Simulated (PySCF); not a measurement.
# Dipole response of Os⁺ (osmium, charge +1)

[Xe] 4f14 5d6 6s1, high-spin 6D determinant. All numbers are calculated (PySCF 2.14, scalar relativity through the core potential, in aug-cc-pVTZ-PP with one added diffuse shell each of s, p, d, f, g type with ECP60MDF (7s7p6d4f3g, 113 functions)). Coupled (time-dependent) response in atomic units; α is the mean over directions.

| method | mean α (bohr³) | α xx, yy, zz | C₆ (like pair) | S(−4) |
| --- | --- | --- | --- | --- |
| M06-L | 28.94 | 29.23, 29.23, 28.36 | 243.3 | 317.5 |

S(−4) is the Cauchy moment in α(ω) = α(0) + S(−4) ω² + …

Spin-orbit coupling is absent.

α(iu) at M06-L:

```csv
u (hartree),α(iu) (bohr³)
0,28.94
0.0500,28.18
0.100,26.18
0.200,20.94
0.300,16.44
0.500,10.91
0.750,7.434
1.00,5.507
1.50,3.437
2.00,2.360
3.00,1.302
5.00,0.5564
```

A single London oscillator, α(iu) = α/(1 + u²/ω²), gives C₆ = (3/4) ω α². Matching the computed C₆ needs ω = 4 × 243.3 / (3 × 28.94²) = 0.387 hartree.

For an ion, C₆ is the dispersion term alone; charge-induced terms of lower order in 1/R come first.

The components differ because the open shell of this determinant is not spherical; for a pure term their mean is the scalar polarisability.

Energies and moments cover only the electrons outside the core potential. Spin-orbit coupling, absent here, splits the open shell strongly.
